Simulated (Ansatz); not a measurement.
Relaxation of CH₃NOTe (7 atoms, charge 0, multiplicity 1), to a largest force component of 0.02 eV/Å in at most 50 steps.

Computed with RKS BHLYP-D4/def2-SVP in Ansatz.

```xyz
7
Properties=species:S:1:pos:R:3:forces:R:3
N 0.613 -1.171 -0.390 -2.75 2.87 0.94
C -0.020 -0.177 0.253 5.33 -4.70 -0.94
O 0.496 0.290 1.433 0.97 -0.64 0.07
Te -1.730 0.706 -0.482 -0.92 1.32 -0.59
H 0.168 -1.489 -1.316 0.61 1.12 2.24
H 1.383 -0.094 1.818 -2.88 0.54 -2.14
H -0.849 1.867 -1.360 -0.36 -0.50 0.42
```

**Question.** Where does it end, and by what steps?

**Answer.** It converged. The force dipped under the threshold on the way, but the program's further checks kept it going. After 19 steps the energy has fallen by 0.984 eV; H7 moved furthest, 1.15 Å.

```
step  energy less start (eV)  largest force component (eV/Å)  accepted
   0                  0.0000                           5.328       yes
   1                 -0.7313                           2.420       yes
   2                 -0.8008                           1.272       yes
   3                 -0.8133                           1.726       yes
   4                 -0.8929                           0.244       yes
   5                 -0.9027                           0.149       yes
   6                 -0.9140                           0.491       yes
   7                 -0.9257                           0.385       yes
   8                 -0.9565                           0.217       yes
   9                 -0.9312                           0.471        no
  10                 -0.9683                           0.099       yes
  11                 -0.9757                           0.080       yes
  12                 -0.9818                           0.041       yes
  13                 -0.9668                           0.753        no
  14                 -0.9829                           0.025       yes
  15                 -0.9785                           0.695        no
  16                 -0.9837                           0.004       yes
  17                 -0.9839                           0.064       yes
  18                 -0.9838                           0.084        no
  19                 -0.9841                           0.008       yes
```

```xyz
7
Properties=species:S:1:pos:R:3
N 0.543 -1.413 -0.129
C 0.131 -0.243 0.017
O 0.583 0.543 0.988
Te -1.336 0.762 -1.183
H 0.128 -1.911 -0.903
H 1.232 0.029 1.481
H -1.218 2.164 -0.318
```

The run took 27 s on 2 threads of AMD EPYC 9R45 96-Core Processor (Zen 5), with other jobs on the host, peak memory 0.19 GiB.
